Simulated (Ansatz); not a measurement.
A series at Hf: from `[F][Hf]([SH])([SH])[SH]`, ligands are replaced one by one, each step taking up H–F and setting free H₂S; n counts the steps. Ansatz, PBE0-D4/def2-TZVP geometries. Each molecule was computed in one conformer, which needn't be the lowest.

```csv
n,molecule,"zero-point energy, PBE0-D4/def2-TZVP (kJ/mol)"
0,`[F][Hf]([SH])([SH])[SH]`,?
1,`[F][Hf]([F])([SH])[SH]`,55.7
2,`[F][Hf]([F])([F])[SH]`,37.9
3,`[F][Hf]([F])([F])[F]`,20.8
```

By hand: fit a straight line y = ȳ + b (n − n̄) to the 3 given rows and predict n = 0.

n̄ = 2.000, ȳ = 38.13; Σ(n − n̄)(y − ȳ) = -34.90, Σ(n − n̄)² = 2.000, so b = -17.45 kJ/mol a step. Prediction: 38.13 + (-17.45) × (-2.000) = 73.0 kJ/mol.

By hand: compare with the computed value, 74.0 kJ/mol, and give the steps along the whole series.

The line misses by 1.0 kJ/mol (computed minus predicted). Steps: -18.3, -17.8, -17.1 kJ/mol.

The steps differ by at most 1.2 kJ/mol, 7 % of a mean step, so the ligands' effects nearly add and a line is close. The miss is 1.9 % of the series' range.
